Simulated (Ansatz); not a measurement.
`[SiH3]/C=C\S` + H₂ → `C=CS` + SiH₄  (hydrogenolysis of a C–Si bond)

Isolated molecules relaxed with PBE0-D4/def2-TZVP in Ansatz; ΔE leaves out vibrations. CBS: MP2 limit from def2 TZ/QZ plus the TZ coupled-cluster correction, frozen cores. This one scheme is used for every species. DFT in def2-TZVPP. B3LYP here is the variant with VWN-RPA as its local correlation; programs differ in this. Each species was taken in one conformer, which may not be the lowest.

```tsv
level	ΔE (eV)
B3LYP-D4	-0.20
BHLYP-D4	-0.26
r2SCAN	-0.17
PBE0	-0.25
```

Task: What does CCSD(T)/CBS give? (Estimate.)

Result: Ansatz gave: -0.19 eV. The listed levels differ from it by -0.01, -0.07, 0.02, -0.06 eV.

Largest T1 diagnostic among the species: 0.013.

From BLYP to BHLYP (50 % exact exchange), in def2-TZVPP and without D4, ΔE moves by −0.06 eV. The D4 term adds +0.14 eV with B3LYP and +0.07 eV with PBE0; it sums over pairs of atoms, weighted by their polarisabilities, and B3LYP, whose exchange is more repulsive, gets the larger term. At CCSD(T), def2-SVP lies −0.14 eV from the extrapolated value and def2-TZVPP −0.03 eV.
